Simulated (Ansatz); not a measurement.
```yaml
crystal:
  periodic: [false, false, false]
  atoms:
    - {symbol: B, position_ang: [0.660855, 0.916661, 1.906802]}
    - {symbol: O, position_ang: [-0.238322, 0.206057, 1.197032]}
    - {symbol: Si, position_ang: [-0.758221, 0.343239, -0.366433]}
    - {symbol: C, position_ang: [-0.123821, -1.067132, -1.323779]}
    - {symbol: C, position_ang: [0.288667, -1.990635, -1.980213]}
    - {symbol: H, position_ang: [1.226113, 1.850181, 1.398936]}
    - {symbol: H, position_ang: [0.866975, 0.590496, 3.041027]}
    - {symbol: H, position_ang: [-2.235805, 0.303376, -0.353024]}
    - {symbol: H, position_ang: [-0.258009, 1.605725, -0.960011]}
    - {symbol: H, position_ang: [0.654666, -2.809167, -2.557338]}
basis:
  gaussian: {orbitals: aug-cc-pVTZ, point_charges: [{charge: 1.00, position_ang: [5.484, -0.879, -0.970]}]}
hamiltonian: {xc: {name: BHLYP}, dispersion: d4}
output: {forces: true}
```

```sh
$ ansatz run in.yaml --threads 2 --pin off --events-out ev --progress --plain --max-ram 4352MiB
```

It prints (some lines left out):

```
Functional definition: BHLYP
1646 factors; their error is unknown
mean field evaluation 1: about -12749.4999 eV, gradient 5.9e1 eV
mean field evaluation 2: about -12748.7008 eV, gradient 6.4e1 eV
mean field evaluation 4: about -12756.1176 eV, gradient 2.7e0 eV
mean field evaluation 8: about -12756.1330 eV, gradient 3.7e-2 eV
mean field evaluation 16: about -12756.2240 eV, gradient 7.9e-5 eV
mean field -12756.22403864 eV, -468.7825869409 hartree, gradient 1.7e-5 eV, S^2 0.000000; 0 other end points of the search recorded, 0 dependent functions left out
reference -12756.22426329 eV, -468.7825951967 hartree; 22, 22 occupied and 327, 327 virtual orbitals, 1646 factors
Total energy: -12756.46529859 eV, -468.7914530805 hartree
Atom 0 at     0.660855     0.916661     1.906802 Å, force    -0.257252    -0.109693     0.130368 eV/Å
Atom 1 at    -0.238322     0.206057     1.197032 Å, force     0.408097     0.256229    -0.082339 eV/Å
Atom 2 at    -0.758221     0.343239    -0.366433 Å, force    -0.558002     0.327914     0.189865 eV/Å
Atom 3 at    -0.123821    -1.067132    -1.323779 Å, force     0.628779    -1.040276    -0.720304 eV/Å
Atom 4 at     0.288667    -1.990635    -1.980213 Å, force    -0.192017     0.656296     0.470515 eV/Å
Atom 5 at     1.226113     1.850181     1.398936 Å, force    -0.061098    -0.230416     0.077428 eV/Å
Atom 6 at     0.866975     0.590496     3.041027 Å, force     0.012517     0.099297    -0.311734 eV/Å
Atom 7 at    -2.235805     0.303376    -0.353024 Å, force     0.298140    -0.003013    -0.037261 eV/Å
Atom 8 at    -0.258009     1.605725    -0.960011 Å, force    -0.008186    -0.229022     0.091627 eV/Å
Atom 9 at     0.654666    -2.809167    -2.557338 Å, force    -0.232702     0.263781     0.183349 eV/Å
Dipole moment:    -0.191909    -0.017653    -0.214532 e Å
```

Hardware: 2 threads of an Intel Xeon Platinum 8488C on a shared host. Wall time 12 s, peak host memory 1.4 GiB.
